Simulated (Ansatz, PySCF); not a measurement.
Complex: GeH4O2 (SMILES [OH][GeH2][OH]) (first 7 atoms) with CH4 (SMILES C); geometry from B3LYP-D3(BJ)/def2-TZVP, rigid monomers moved along the line of their centres of mass till H7···C8 is 3.55 Å.
(charge 0, multiplicity 1):
```
atom    x (Å)    y (Å)    z (Å)
----  -------  -------  -------
O      1.0036  -0.9543  -0.0097
Ge    -0.4769   0.0225  -0.2424
O     -0.3037   1.5951   0.5834
H      1.7881  -0.5392  -0.3830
H     -0.6777   0.4025  -1.7147
H     -1.5773  -0.8407   0.3862
H     -0.1994   1.5004   1.5363
C      0.5544  -0.1841   4.5654
H      0.7266  -0.7254   5.4943
H      1.0238   0.7976   4.6377
H      0.9869  -0.7380   3.7334
H     -0.5205  -0.0725   4.4185
```

Monomers are frozen at their geometry in the pair; levels with a basis set take the counterpoise correction.

Frozen-core correlation. Filled d and f shells under p-block atoms count as core.

The values were computed with Ansatz (Gaussian orbitals); PySCF for the dispersion terms. Each number belongs to the level named beside it.

PBE/def2-TZVPPD gives -2.0 kJ/mol for the interaction energy.

Where do these levels fall relative to PBE: PBE-D3(BJ)/def2-TZVPPD, r2SCAN/def2-TZVPPD, B3LYP/def2-TZVPPD, wB97M-V/def2-TZVPPD, MP2/aug-cc-pVDZ, CCSD(T)/aug-cc-pVDZ.

PBE-D3(BJ)/def2-TZVPPD -2.0; r2SCAN/def2-TZVPPD -0.1; B3LYP/def2-TZVPPD 1.6; wB97M-V/def2-TZVPPD -1.0; MP2/aug-cc-pVDZ -0.7; CCSD(T)/aug-cc-pVDZ -0.8 kJ/mol. 1 of 6 lie above PBE; the widest gap is to PBE-D3(BJ)/def2-TZVPPD.

Ansatz is a quantum-chemistry and plane-wave program.
